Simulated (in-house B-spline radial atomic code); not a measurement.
# Ionising Nb³⁺ with different functionals

Computed with an all-electron radial atomic-structure program (B-spline basis): scalar-relativistic (spin-free X2C) Hamiltonian, Fermi nucleus of rms radius 4.324 fm, spin-polarised at highest spin, spherical fractional occupations for the functionals, the average over the highest-spin determinants for Hartree-Fock. The ionisation energy is the difference of two self-consistent energies, [Kr] 4d2 → [Kr] 4d1, without Breit or QED terms; ε is the level of the shell that loses the electron (its least bound occupied spin orbital). There is no spin-orbit coupling in this Hamiltonian.

Hybrids are left out here: with spherical fractional occupations of an open shell their exact exchange keeps a self-interaction that integer-occupation calculations don't have.

```tsv
method	rung	ΔSCF (eV)	-ε(4d) (eV)
Hartree-Fock	Hartree-Fock	36.29	36.85
LDA VWN5	LDA	37.63	31.45
LDA PW92	LDA	37.62	31.44
LDA exchange-only	LDA	36.30	30.21
PBE	GGA	37.52	31.34
PBEsol	GGA	37.49	31.32
BLYP	GGA	37.35	31.14
RPBE	GGA	37.48	31.29
PW91	GGA	37.58	31.40
BP86	GGA	37.55	31.38
AM05	GGA	37.46	31.28
OLYP	GGA	37.60	31.37
TPSS	meta-GGA	37.34	31.18
SCAN	meta-GGA	37.27	31.20
r2SCAN	meta-GGA	37.29	31.22
revTPSS	meta-GGA	37.28	31.12
```

(1) How do they compare with the NIST value?

Answers

(1) NIST lists 37.61 eV ± 0.022 (measured, ground level to ground level). Errors run from -1.32 to +0.02 eV; OLYP is closest (-0.01 eV), though others lie within the uncertainty of it, and part of that can be cancellation, since the calculations leave out spin-orbit coupling, Breit-QED terms, multiplet and fine-structure energies. Hartree-Fock also lacks correlation.
